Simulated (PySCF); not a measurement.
**MBr2+ across group 14**

Level: PBE0, basis family def2-TZVP, scalar-relativistic core potentials from Rb on and no relativity for lighter atoms.

Each entry is the lowest minimum that a search over a few typed start shapes (and spin states, where more than one is plausible) found, or that minimum re-optimised at the stated level; isomers with ligand–ligand bonds, or fragments after loss of a ligand pair, can lie lower. Open shells are unrestricted; no spin–orbit coupling; PySCF with density fitting.

| molecule | 2S+1 | point group | mean bond to the central atom (Å) | distinct angles (°) | dipole (D) |
| --- | --- | --- | --- | --- | --- |
| CBr₂⁺ | ? | ? | ? | ? | ? |
| SiBr₂⁺ | 2 | C2v | 2.128 | 123 | 1.87 |
| GeBr₂⁺ | 2 | C2v | 2.233 | 122 | 1.47 |
| SnBr₂⁺ | 2 | C2v | 2.428 | 121 | 2.02 |

(1) Fill in the row of CBr₂⁺.

Answers

(1) 2S+1: 2; point group: C2v; mean bond to the central atom (Å): 1.741; distinct angles (°): 137; dipole (D): 0.23.

The bond lengthens at every step; the largest change, 0.387 Å, falls between CBr₂⁺ and SiBr₂⁺ among the members listed.

Left out of the table are members whose search was unfinished or whose lowest solution was spin-contaminated, unstable, very soft or bonded differently.
